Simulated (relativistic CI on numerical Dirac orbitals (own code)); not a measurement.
Calculated at this level of theory: Dirac-Coulomb-Breit CI, orbitals from a KLI potential per configuration, model QED, unscaled Slater integrals (own radial code, finite nucleus).

The strongest absorption lines from the ground level of an ion, among the configurations computed and to levels below about 67.7 eV (vacuum wavelength in nm, gf): 19.112 (0.64), 19.149 (0.11), 19.398 (0.48), 19.501 (0.16), 19.614 (0.18), 19.634 (0.73), 19.684 (0.31), 21.471 (0.65).

(1) Which ion is it?
A. Fe III
B. Ge IX
C. Ni V
D. Zn VII

Results:

(1) D. Zn VII has 24 electrons and the ground level 3s2 3p6 3d6 5D_4; the strongest line goes to 3s2 3p6 3d5 4p 5F°_5. The pattern of lines fixes the number of electrons, and along that sequence the line energies rise steadily with the charge (about as its square where n changes within one kind of shell, about linearly where n is kept but much faster in heavy ions where fine structure, which grows about as Z⁴, sets the gap, and irregularly where shells cross), which fixes Z. Configurations outside the model, such as inner-shell arrays, can give stronger lines. At this charge configurations can still be misplaced by up to about 7 % of their energy. Terms inside the open d or f shell come out 10 to 20 % too wide with unscaled integrals. 61 of the 66 excited levels that our extract of the measured tables holds in this range could be paired (the sources list more); they are missed by 3197 cm⁻¹ on average and 9019 at most, and levels without a partner can miss by more. Some levels of the ground configuration have no partner and can miss by 10 % or more.
